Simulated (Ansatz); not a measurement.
BrCl, charge +1, doublet, geometry from GFN2-xTB (a state made from the parent by changing its charge; the spin is typed, not shown lowest). Base run: BLYP/STO-3G (Ansatz, an electronic-structure program).

Here is a job for Ansatz.
Ansatz 0.2 input:
```yaml
crystal:
  periodic: [false, false, false]
  atoms:
    - {symbol: Cl, position_ang: [-0.00000000, -0.00000000, -1.39352932]}
    - {symbol: Br, position_ang: [0.00000000, 0.00000000, 0.67685710]}
basis:
  gaussian:
    orbitals: STO-3G
hamiltonian:
  xc: blyp
total_charge: 1
magnetization: {spin_polarized: true, initial_magnetization: 1}
```

Each row names what was changed in the base input (with any setting that the change needs).

```csv
change,E (Eh),<S^2>
base,-3000.65412,0.750
functional = b3lyp,-3000.79556,0.750
functional = BHLYP,-3000.94301,0.751
functional = revpbe,-3000.50837,0.750
functional = r2scan,-3000.89587,0.750
functional = B97M-V,-3000.57054,0.750
functional = SVWN5,-2995.53175,0.750
functional = wB97X,-3000.88525,0.750
functional = pbe0; dispersion = d4,-3000.46216,0.750
functional = wB97X-V,-3000.59593,0.750
functional = lc_wpbe,-3000.29144,0.750
functional = b3lyp5,-3000.59348,0.750
functional = hf,-2998.88405,0.758
```

Absolute energies of different levels of theory aren't comparable as measures of quality.
